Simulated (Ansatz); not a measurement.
System: sum formula SiN₂H₅ (charge -1, singlet). It need not be the lowest isomer of its formula. Whether it binds its extra electron was not tested at this geometry. 
Structure (B3LYP-D3(BJ)/def2-TZVP (Ansatz, a program for electronic structure) minimum search):
```
Si
N 1 1.8380
H 2 1.0136 1 112.40
H 2 1.0185 3 107.39 1 -129.22
N 1 1.8380 2 107.04 3 -83.22
H 5 1.0136 1 112.40 2 83.22
H 5 1.0185 6 107.39 1 129.22
H 1 1.5458 2 93.94 3 -178.56
```
Charge -1, spin multiplicity 1.

Parts of the frozen-core correlation energy in 6-31G* (Ansatz, hartree). Frozen orbitals: 7; correlated occupied orbitals by spin: 10 and 10; virtual: 42 and 42. Spin-orbit coupling is left out. Non-relativistic.

```json
[
 {"term": "reference (HF)", "value": "-400.70128"},
 {"term": "MP2 opposite-spin", "value": "…"},
 {"term": "MP2 same-spin", "value": "…"},
 {"term": "CCSD correlation", "value": "-0.45314"},
 {"term": "(T)", "value": "…"},
 {"term": "T1 diagnostic", "value": "0.011"},
 {"term": "largest doubles amplitude", "value": "0.048"}
]
```

Q: Fill in the missing entries.

A: 
- MP2 opposite-spin, value: -0.31687
- MP2 same-spin, value: -0.10104
- (T), value: -0.01039
